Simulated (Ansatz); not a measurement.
Geometry optimisation, Ansatz, RKS PBE0-D4/def2-SVP.

Input file:

```yaml
crystal:
  periodic: [false, false, false]
  atoms:
    - { symbol: Ge, position_ang: [0.255632, 0.078821, -0.118074] }
    - { symbol: F, position_ang: [0.160818, 0.011871, 1.574164] }
    - { symbol: F, position_ang: [1.908167, -0.041952, -0.508223] }
    - { symbol: F, position_ang: [-0.29631, 1.553058, -0.745886] }
    - { symbol: F, position_ang: [-0.512719, -1.275355, -0.806408] }
    - { symbol: O, position_ang: [-2.495733, 0.026428, 0.966123] }
    - { symbol: H, position_ang: [-2.731376, -0.869297, 0.697248] }
    - { symbol: H, position_ang: [-1.950679, -0.113274, 1.772156] }
basis:
  gaussian: { orbitals: def2-SVP }
hamiltonian:
  xc: pbe0
  dispersion: d4
relax:
  f_tol: 0.03
  max_steps: 50
```

Command:

```bash
$ ansatz run input.yaml --threads 4 --pin off --max-ram 5120MiB --backend cpu --events-out ev --progress --plain --runs-dir out
```

Q: Where does it end, and by what steps?

A: The forces met the threshold. After 7 steps the energy has fallen by 0.306 eV; O6 moved furthest, 0.48 Å. Joined: Ge1–O6 (2.96 → 2.21 Å).

```json
{"step": "0", "energy less start (eV)": "0.0000", "largest force component (eV/Å)": "0.824", "accepted": "yes"}
{"step": "1", "energy less start (eV)": "-0.0497", "largest force component (eV/Å)": "1.415", "accepted": "yes"}
{"step": "2", "energy less start (eV)": "-0.1633", "largest force component (eV/Å)": "1.358", "accepted": "yes"}
{"step": "3", "energy less start (eV)": "-0.2507", "largest force component (eV/Å)": "1.475", "accepted": "yes"}
{"step": "4", "energy less start (eV)": "-0.2977", "largest force component (eV/Å)": "0.347", "accepted": "yes"}
{"step": "5", "energy less start (eV)": "-0.3045", "largest force component (eV/Å)": "0.061", "accepted": "yes"}
{"step": "6", "energy less start (eV)": "-0.3043", "largest force component (eV/Å)": "0.159", "accepted": "no"}
{"step": "7", "energy less start (eV)": "-0.3062", "largest force component (eV/Å)": "0.028", "accepted": "yes"}
```

```xyz
8
Properties=species:S:1:pos:R:3
Ge 0.016 0.047 0.017
F 0.286 -0.019 1.717
F 1.638 -0.041 -0.541
F -0.465 1.551 -0.633
F -0.617 -1.377 -0.721
O -2.059 0.033 0.778
H -2.448 -0.798 0.472
H -2.012 -0.026 1.743
```

Whether the end is a true minimum wasn't checked by a vibrational analysis.

Run time: 51 s on 4 threads of AMD EPYC 7R43 64-Core Processor (Zen 3), on a shared host, peak memory 0.28 GiB.
